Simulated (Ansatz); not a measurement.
Consider the cleavage of the In–Zn bond: `[OH][InH][ZnH]` + HBr → `[OH][InH][Br]` + `[ZnH2]`.

Calculated with Ansatz (gas phase, PBE0-D4/def2-TZVP geometries, no zero-point term in ΔE). CCSD(T)/CBS adds triple-zeta CCSD(T) − MP2 to the extrapolated MP2 energy (def2 sets, frozen cores). DFT in def2-TZVPP. Elements past krypton have def2 core potentials. For Br, In, Zn outer-core shells are correlated without core-valence functions, which leaves a few kJ/mol of doubt a bond. Scalar relativity is left out up to krypton. One conformer a species, not always the lowest.

```tsv
level	ΔE (kcal/mol)
r2SCAN0-D4	-16.2
CCSD/def2-TZVPP	-15.2
```

Problem. What does CCSD(T)/CBS give? (An estimate is asked.)

Solution. The calculation gave: -14.9 kcal/mol. The listed levels differ from it by -1.3, -0.3 kcal/mol.

Largest T1 diagnostic among the species: 0.017.

From BLYP to BHLYP (50 % exact exchange), in def2-TZVPP and without D4, ΔE moves by −2.7 kcal/mol. In def2-TZVPP, CCSD(T) changes the Hartree–Fock value by +3.1 kcal/mol (the triples alone add −0.1 kcal/mol) and MP2 by +2.4 kcal/mol.
